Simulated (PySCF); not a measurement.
The electron affinity along the 5p block

All values are computed (PySCF 2.14, energy differences of UHF-based or UKS calculations, no spin-orbit coupling). Values in eV. The last column holds reference values (measured affinities from photodetachment; the arrow runs from anion to atom). Unmarked ones compare directly (S terms, centres of terms, or small fine structure); those marked * lie between the lowest fine-structure levels and include a spin-orbit shift.

| element | configurations | UHF | LDA | PBE | SCS-MP2 (valence) | MP2 (valence and next inner shell) | SCS-MP2 (valence and next inner shell) | reference |
| --- | --- | --- | --- | --- | --- | --- | --- | --- |
| In (aug-cc-pwCVTZ-PP with ECP28MDF, ECP) | [Kr] 4d10 5s2 5p2 → [Kr] 4d10 5s2 5p1 | 0.073 | 0.635 | 0.532 | 0.269 | 0.357 | 0.254 | 0.384 * |
| Sn (aug-cc-pwCVTZ-PP with ECP28MDF, ECP) | [Kr] 4d10 5s2 5p3 → [Kr] 4d10 5s2 5p2 | 0.951 | 1.543 | 1.411 | 1.215 | 1.401 | 1.236 | 1.112 * |
| Sb (aug-cc-pwCVTZ-PP with ECP28MDF, ECP) | [Kr] 4d10 5s2 5p4 → [Kr] 4d10 5s2 5p3 | -0.055 | 1.180 | 0.957 | 0.667 | 0.611 | 0.654 | 1.047 * |
| Te (aug-cc-pwCVTZ-PP with ECP28MDF, ECP) | [Kr] 4d10 5s2 5p5 → [Kr] 4d10 5s2 5p4 | 1.054 | 2.312 | 2.065 | 1.855 | 1.907 | 1.885 | 1.971 * |
| I (aug-cc-pwCVTZ-PP with ECP28MDF, ECP) | [Xe] → [Kr] 4d10 5s2 5p5 | 2.289 | 3.499 | 3.237 | 3.125 | 3.280 | 3.183 | 3.059 * |

The highest occupied level of the anion is positive for In⁻ at LDA, PBE; Sn⁻ at LDA, PBE; Sb⁻ at LDA, PBE; Te⁻ at LDA, PBE, so there the basis helps to hold the electron.

"Valence" correlates the outer s and p shells and, in groups 3 to 12 and the f block, the outer d or f shell, open or full, or the next shell where the ion has no valence electron left; the wider scheme adds the next inner shell.
